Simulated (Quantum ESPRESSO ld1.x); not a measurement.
Results of a calculation; reference values are marked as such.
The run below uses ld1.x (Quantum ESPRESSO 7.5).

```
 &input
    atom='Ti',
    iswitch=1,
    rel=0,
    lsd=1,
    dft='PZ',
    config='[Ne] 3s2 3p5.5 4p0.5',
    verbosity='high',
    prefix='ld1',
    max_out_wfc=37,
    file_charge='ld1.rho',
 /
```

Command: `OMP_NUM_THREADS=1 ld1.x < ld1.in > ld1.out`

Output (excerpt):

```
     Program LD1 v.7.5 starts

     --------------------------- All-electron run ----------------------------

     atomic number is 22.00
     dft =PZ   lsd =1 sic =0 latt =0  beta=0.20 tr2=1.0E-14
     Exchange-correlation= PZ
                           (   1   1   0   0   0   0   0)
     mesh =1839 r(mesh) = 100.78178 a.u. xmin = -7.00 dx = 0.00800
     1 Ry =  13.60569312 eV

     n l     nl                  e(Ry)          e(Ha)          e(eV)
     1 0     1S 1( 1.00)    -359.088859387    -179.544429694  -4885.6528247
     2 0     2S 1( 1.00)     -43.517108858     -21.758554429   -592.0804287
     2 1     2P 1( 3.00)     -37.171460776     -18.585730388   -505.7434883
     3 0     3S 1( 1.00)      -8.666913342      -4.333456671   -117.9193633
     3 1     3P 1( 3.00)      -6.935452376      -3.467726188    -94.3616367
     4 1     4P 1( 0.50)      -2.454162156      -1.227081078    -33.3905772
     1 0     1S 2( 1.00)    -359.069870968    -179.534935484  -4885.3944741
     2 0     2S 2( 1.00)     -43.498680129     -21.749340064   -591.8296931
     2 1     2P 2( 3.00)     -37.148613612     -18.574306806   -505.4326368
     3 0     3S 2( 1.00)      -8.607443554      -4.303721777   -117.1102356
     3 1     3P 2( 2.50)      -6.876551234      -3.438275617    -93.5602458
     4 1     4P 2( 0.00)      -2.374044316      -1.187022158    -32.3005184

     final scf error:  3.3E-15 reached in  21 iterations

     Etot =   -1685.571996 Ry,    -842.785998 Ha,  -22933.375311 eV
     Total magnetization:    1.00 Bohr mag.

     Ekin =    1683.384368 Ry,     841.692184 Ha,   22903.611123 eV
     Encl =   -3918.440645 Ry,   -1959.220322 Ha,  -53313.100932 eV
     Eh   =     625.571367 Ry,     312.785684 Ha,    8511.332052 eV
     Exc  =     -76.087087 Ry,     -38.043543 Ha,   -1035.217553 eV

     normalization and overlap integrals

     s(1S/1S) =  1.000000  <r> =   0.0703  <r2> =    0.0066  r(max) =   0.0462
     s(2S/2S) =  1.000000  <r> =   0.3284  <r2> =    0.1274  r(max) =   0.2728
     s(2P/2P) =  1.000000  <r> =   0.2912  <r2> =    0.1045  r(max) =   0.2198
     s(3S/3S) =  1.000000  <r> =   0.9736  <r2> =    1.0866  r(max) =   0.8564
     s(3P/3P) =  1.000000  <r> =   1.0155  <r2> =    1.2004  r(max) =   0.8772
     s(4P/4P) =  1.000000  <r> =   2.5830  <r2> =    7.5182  r(max) =   2.4036
     s(1S/1S) =  1.000000  <r> =   0.0703  <r2> =    0.0066  r(max) =   0.0462
     s(2S/2S) =  1.000000  <r> =   0.3283  <r2> =    0.1274  r(max) =   0.2728
     s(2P/2P) =  1.000000  <r> =   0.2911  <r2> =    0.1045  r(max) =   0.2198
     s(3S/3S) =  1.000000  <r> =   0.9742  <r2> =    1.0877  r(max) =   0.8564
     s(3P/3P) =  1.000000  <r> =   1.0161  <r2> =    1.2015  r(max) =   0.8772
     s(4P/4P) =  1.000000  <r> =   2.5913  <r2> =    7.5836  r(max) =   2.4036

     ------------------------ End of All-electron run ------------------------
```

Run on one thread of a shared host, so times are rough (Intel(R) Xeon(R) Processor @ 2.60GHz): 0.33 s of CPU time, 1.5 s wall, 21 iterations on 1839 mesh points.
